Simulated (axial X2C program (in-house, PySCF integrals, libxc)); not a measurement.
# Levels of GaAu⁻ by electron attachment to GaAu (EOM-EA-CCSD)

Computed with an axial X2C code built on PySCF integrals: two-component X2C with atomic mean-field Coulomb and Gaunt terms, Gaussian nuclei, basis Au dyall-acv3z, Ga dyall-acv3z with contracted cores.

R = 2.623 Å (1.090 times 2.406 Å, the PBE0 minimum at charge 0 for the lowest determinant).

Levels of GaAu⁻ obtained by attaching an electron to GaAu:

| Ω | binding energy (eV) | above lowest (cm⁻¹) | attached spinor | one-particle weight |
| --- | --- | --- | --- | --- |
| 1/2 | 0.473 | 0 | 71% Ga pπ, 21% Au pπ, 6% Au dπ | 0.95 |
| 3/2 | 0.401 | 582 | 72% Ga pπ, 21% Au pπ, 6% Au dπ | 0.95 |
| 1/2 | -0.075 | 4421 | 43% Au sσ, 18% Au pσ, 17% Ga pσ | 0.97 |
| 1/2 | -0.367 | 6772 | 81% Au pσ, 16% Ga pσ | 0.99 |
| 1/2 | -0.450 | 7445 | 91% Au pπ | 1.00 |
| 3/2 | -0.453 | 7466 | 91% Au pπ | 0.99 |
| 1/2 | -0.836 | 10553 | 59% Ga pσ, 27% Au pσ, 10% Au sσ | 0.98 |

Take the first Ω = 1/2 and Ω = 3/2 rows of π character: how far apart are they, and which lies lower?

E(3/2) − E(1/2) = 582 − 0 = 582 cm⁻¹ at EOM-EA-CCSD: regular, Ω = 1/2 lower. Splittings at this level can be off by ten to twenty per cent.

Negative binding energies belong to unbound states, resonances or levels that the basis set holds; within some tenths of an eV of zero the sign is not settled.

This point took 19 s on 1 thread of Intel(R) Xeon(R) 6975P-C (Granite Rapids) (shared host).

Reference electrons by ω block (each with its −ω partner): 1/2: 32, 3/2: 16, 5/2: 6, 7/2: 1. 14 electrons of GaAu correlated (inner shells frozen), 92 natural virtual spinors (a truncated set); levels can be off by some tenths of an eV. Roots sought by Ω: (1/2: 5, 3/2: 4, 5/2: 2, 7/2: 1); rows need 60 % one-particle weight and stop where some Ω has no more roots. Missing are any skipped roots, higher Ω and states of a further excitation; these come out far too high here and may in truth be low or lowest. T1 of the reference 0.031 (Lee–Taylor). Number of frozen shells: Au 5 s, 4 p, 2 d, 1 f; Ga 3 s, 2 p, 1 d. Large amplitudes in the reference (orbital relaxation or multireference character) lower the reliability.
